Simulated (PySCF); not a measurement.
Dipole moment and polarisability of `C=CC(=C)C[AsH]C`

C₆H₁₁As.
Atom-mapped SMILES: `[CH2:1]=[CH:2][C:3](=[CH2:4])[CH2:5][AsH:6][CH3:7]` (hydrogens: H8, H9 on C1; H10 on C2; H11, H12 on C4; H13, H14 on C5; H15 on As6; H16, H17, H18 on C7)

Cartesian coordinates in Å at the PBE0-D3(BJ)/def2-SVP level; atoms count from 1:
```xyz
18
C6H11As angstrom
C     -2.1411    1.3266    0.4247
C     -1.9128    0.0664    0.0324
C     -0.7975   -0.3967   -0.8001
C     -0.7037   -1.7050   -1.1081
C      0.2289    0.5854   -1.2685
As     1.4613    1.1493    0.2032
C      2.3259   -0.5966    0.4662
H     -3.0055    1.5737    1.0454
H     -1.4775    2.1526    0.1561
H     -2.6128   -0.7165    0.3455
H     -1.4427   -2.4264   -0.7488
H      0.1085   -2.0878   -1.7310
H      0.8317    0.1547   -2.0792
H     -0.2444    1.5049   -1.6475
H      2.5199    1.6918   -0.7588
H      1.6009   -1.2719    0.9419
H      2.6630   -1.0422   -0.4803
H      3.1862   -0.4762    1.1401
```

Level: PBE0/def2-SVPD (PySCF), static field, nuclei fixed, core orbitals frozen in the response. The polarisability tensor in these axes (au):

```
x   112.91  -3.10  -1.63
y    -3.10 123.48  12.76
z    -1.63  12.76  89.76
```

Task: Give the principal values, the mean and the anisotropy Δα = √{½[(α1 − α2)² + (α2 − α3)² + (α1 − α3)²]}.

Result: Principal values 85.47, 112.15 and 128.53 au; mean 108.72 au = 16.11 Å³ = 17.92 × 10⁻⁴⁰ C²·m²/J; Δα = 37.64 au (35 % of the mean).

Task: What is the dipole moment, and where does it point?

Result: (0.18, -0.66, -0.48) D, 0.84 D in size, pointing from the negative to the positive side. Measured along this direction, the outermost atoms are H8 at the negative end and H12 at the positive end.

Task: Sum over states: ᾱ = Σ f/ω², ω in Eh. What share falls to these 10 lowest TDDFT singlets (eV, f)? 4.79, 0.0594; 5.72, 0.3425; 5.82, 0.0210; 6.03, 0.0982; 6.28, 0.0684; 6.43, 0.0450; 6.58, 0.0800; 6.68, 0.0404; 6.72, 0.0042; 6.94, 0.0161.

Result: They add up to 16.57 au, 15.2 % of the 108.72 au; the largest single term is 7.74 au, from the state at 5.72 eV. Terms in order: 1.92, 7.74, 0.46, 2.00, 1.28, 0.81, 1.37, 0.67, 0.07, 0.25 au. Higher excitations give the rest. The strengths listed sum to 0.775.

Task: Find the Langevin capture rate constant for O2+ (31.990 u) meeting this molecule (158.008 u), k = 2.342 × 10⁻⁹ cm³/s × √(α in Å³ / reduced mass in u).

Result: The reduced mass is 26.60 u, so k = 1.82 × 10⁻⁹ cm³/s. The formula leaves out the permanent dipole, which adds to the capture rate.

Task: What are the principal values of the traceless quadrupole moment, Θ = ½Σq(3rr − r²1), about the centre of nuclear charge?

Result: -5.18, 1.64, 3.54 D·Å. The values depend on the origin, since the dipole doesn't vanish. The electronic extent ⟨r²⟩ about the same centre is 1273 bohr², a root-mean-square distance of 2.11 Å for the 80 electrons.

One conformer (not necessarily the lowest) at the PBE0-D3(BJ)/def2-SVP geometry, without solvent, vibrations or thermal averaging. The calculation is non-relativistic, for arsenic too.
